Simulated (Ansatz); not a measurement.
`FC(F)=N[SiH3]`, charge 0, multiplicity 1.

(1) Give a relaxed structure at PBE0-D4/def2-TZVP (the Gaussian-basis code of Ansatz). (Estimate.)

Answers

(1) The calculation gave: 
Z-matrix (Å, degrees):
```
Si
N 1 1.734
H 1 1.486 2 113.0
H 1 1.481 2 107.1 3 121.0
H 1 1.482 2 107.1 3 -121.0
C 2 1.224 1 131.4 3 0.1
F 6 1.323 2 128.3 1 -0.0
F 6 1.312 2 124.7 1 -180.0
```
Point group Cs.
